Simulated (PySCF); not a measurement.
Molecule: `O(C)C(=O)C1=C(C(=O)O)C1`, C$_{6}$H$_{6}$O$_{4}$.

Bonds (- single, = double, # triple, : aromatic): C1-O2, O2-C3, C3=O4, C3-C5, C5=C6, C6-C7, C7=O8, C7-O9, C6-C10, C10-C5. C1 carries H11, H12, H13; O9 carries H14; C10 carries H15, H16.

Frames of a GFN2-xTB Langevin trajectory at 300 K; GIAO PBE0/pcSseg-1 shieldings in PySCF 2.14, gas phase, non-relativistic; equivalent atoms averaged within each frame.

Chemical shifts δ = σref − σ; TMS for ¹³C (σref 186.93); ¹⁷O (σref 336.08) vs H2O, all at this level. The references are static minima.

How do the shifts (ppm) fluctuate along the trajectory?

Results:


```
         time (fs)     C7     C3     C5     C6    C1   C10     O8     O4     O9     O2
               250  171.2  164.7  125.5  118.4  51.0  12.7  516.0  461.0  247.8  224.0
               425  158.0  176.6  134.4  137.4  54.2  21.5  428.7  500.4  207.3  215.1
               625  173.1  167.0  129.2  122.1  53.5  18.8  488.2  437.3  222.1  183.8
               800  171.0  165.8  127.2  152.1  51.2  25.0  444.4  457.7  213.3  193.8
              1000  164.2  169.4  132.1  135.7  57.5  20.8  450.7  477.5  239.7  241.2
    mean of frames  167.5  168.7  129.7  133.1  53.4  19.8  465.6  466.8  226.0  211.6
standard deviation    6.3    4.7    3.6   13.4   2.6   4.6   35.6   23.6   17.2   23.1
```

5 frames give an uncertainty of the mean of about the standard deviation over 2.2 at best, since frames this close in time may not be independent; classical motion lacks zero-point vibration, and the reference would need the same averaging.
